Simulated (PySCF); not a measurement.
## TlGe: from constants to spectrum

UHF-CCSD(T) constants of TlGe, ⁴Σ⁻ (quartet), unpaired electrons σ ↑, π ↑↑ (Tl cc-pVDZ-PP with ECP60, Ge cc-pVDZ-PP with ECP10; scalar-relativistic core potentials (PySCF 2.14); masses 204.9744 and 73.9212 u):

| Item | Value |
| --- | --- |
| ωe | 156.2 cm⁻¹ |
| ωexe | 0.345 cm⁻¹ |
| Be | 0.040938 cm⁻¹ |
| αe | 0.000140 cm⁻¹ |
| De to Tl + Ge | 1.85 eV |

Problem. What force constant and bond length do these constants imply?

Solution. Reduced mass μred = 54.328 u; k = 5.8918×10⁻⁷·μred·ωe² (u, cm⁻¹, mdyn/Å) = 0.781 mdyn/Å; Re = √(16.8576/(μred·Be)) (u, cm⁻¹, Å) = 2.753 Å.

Problem. Estimate the centrifugal constant D from the Kratzer relation and find the Dunham coefficient a1.

Solution. D = 4Be³/ωe² = 1.12e-08 cm⁻¹; a1 = −1 − αeωe/(6Be²) = -3.17.

Correlated steps freeze 8 core orbitals. Correlated levels converge slowly with the basis: in double zeta they bind strong bonds too weakly, by up to about 1 eV, and carry superposition errors of some tenths. Spin–orbit coupling is left out, which matters for elements this heavy, above all for dissociation energies. The state was picked by a PBE0 search and need not be the measured ground state.
